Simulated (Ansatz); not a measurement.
A nudged elastic band was laid between two geometries of ClF5W + ClH (9 atoms, charge 0, multiplicity 1).

Level of theory: RKS PBE-D4/def2-SVP in Ansatz.

```yaml
movable_images: 9
climbing_image: yes
spring: 5.0 eV/Å²
optimiser: quadratic models (default)
start_path: through a guess of the saddle point
force_threshold: 0.05 eV/Å
iteration_limit: 60
end_points: relaxed
```

Initial state:

```xyz
9
Properties=species:S:1:pos:R:3
W -0.151 -0.150 -0.255
F 0.042 0.060 1.607
F 1.704 -0.154 -0.398
F -0.183 1.704 -0.412
F -1.999 -0.155 -0.003
F -0.129 -1.995 0.010
Cl -0.393 -0.412 -2.513
Cl 2.310 2.366 2.131
H 1.441 1.487 2.531
```

Final state:

```xyz
9
Properties=species:S:1:pos:R:3
W 0.341 0.342 -0.477
F -0.245 -0.226 3.082
F 1.945 0.114 -1.406
F 0.095 1.942 -1.409
F -1.246 0.650 0.445
F 0.660 -1.241 0.446
Cl -0.797 -0.811 -2.104
Cl 1.507 1.523 1.169
H 0.382 0.458 2.952
```

Problem. Which bonds break or form, and what moves?

Solution. Bonds broken: W1–F2, Cl8–H9. Bonds formed: W1–Cl8, F2–H9. ClF5W + ClH becomes Cl2F4W + FH.

Problem. Give the energies along the band, and the barrier.

Solution. The forces met the threshold. The highest image is number 4 of 0 to 10, 79.2 kJ/mol above the first end and 35.2 kJ/mol above the last; the last end lies 43.9 kJ/mol above the first. The profile has 2 maxima (images 4, 6) with wells between them (image 5): this band takes more than one step, which may be the mechanism or a detour left from its start path. A vibrational analysis at the climbing image gives one clearly imaginary mode, 265i cm⁻¹: a first-order saddle point. The orbitals stay closed-shell, which can raise the energy where a bond breaks towards radicals; this wasn't checked here.

```json
{"image": "0", "path coordinate (Å)": "0.00", "energy (kJ/mol)": "0.0", "W1–F2 (Å)": "1.88", "Cl8–H9 (Å)": "1.30", "W1–Cl8 (Å)": "4.25"}
{"image": "1", "path coordinate (Å)": "0.92", "energy (kJ/mol)": "0.5", "W1–F2 (Å)": "1.89", "Cl8–H9 (Å)": "1.30", "W1–Cl8 (Å)": "4.33"}
{"image": "2", "path coordinate (Å)": "1.85", "energy (kJ/mol)": "7.0", "W1–F2 (Å)": "1.89", "Cl8–H9 (Å)": "1.30", "W1–Cl8 (Å)": "4.03"}
{"image": "3", "path coordinate (Å)": "2.77", "energy (kJ/mol)": "39.2", "W1–F2 (Å)": "1.91", "Cl8–H9 (Å)": "1.31", "W1–Cl8 (Å)": "3.44"}
{"image": "4", "path coordinate (Å)": "3.70", "energy (kJ/mol)": "79.2", "W1–F2 (Å)": "2.11", "Cl8–H9 (Å)": "1.50", "W1–Cl8 (Å)": "2.72"}
{"image": "5", "path coordinate (Å)": "4.41", "energy (kJ/mol)": "68.6", "W1–F2 (Å)": "2.44", "Cl8–H9 (Å)": "2.00", "W1–Cl8 (Å)": "2.45"}
{"image": "6", "path coordinate (Å)": "5.12", "energy (kJ/mol)": "74.5", "W1–F2 (Å)": "2.97", "Cl8–H9 (Å)": "2.19", "W1–Cl8 (Å)": "2.38"}
{"image": "7", "path coordinate (Å)": "5.84", "energy (kJ/mol)": "61.1", "W1–F2 (Å)": "3.49", "Cl8–H9 (Å)": "2.20", "W1–Cl8 (Å)": "2.35"}
{"image": "8", "path coordinate (Å)": "6.55", "energy (kJ/mol)": "47.5", "W1–F2 (Å)": "3.89", "Cl8–H9 (Å)": "2.28", "W1–Cl8 (Å)": "2.34"}
{"image": "9", "path coordinate (Å)": "7.26", "energy (kJ/mol)": "45.4", "W1–F2 (Å)": "3.82", "Cl8–H9 (Å)": "2.33", "W1–Cl8 (Å)": "2.34"}
{"image": "10", "path coordinate (Å)": "7.98", "energy (kJ/mol)": "43.9", "W1–F2 (Å)": "3.65", "Cl8–H9 (Å)": "2.36", "W1–Cl8 (Å)": "2.34"}
```

Problem. What is the geometry of the highest image?

Solution. 
```xyz
9
Properties=species:S:1:pos:R:3
W 0.190 0.150 -0.119
F 0.485 -0.407 1.894
F 2.035 -0.048 -0.243
F 0.453 1.703 -1.123
F -1.454 0.616 0.610
F 0.130 -1.717 -0.029
Cl -0.841 -0.398 -2.122
Cl 0.901 2.112 1.627
H 0.745 0.740 2.203
```

Run time: 11 min on 4 threads of Arm Neoverse V2 (shared host), peak memory 0.25 GiB.
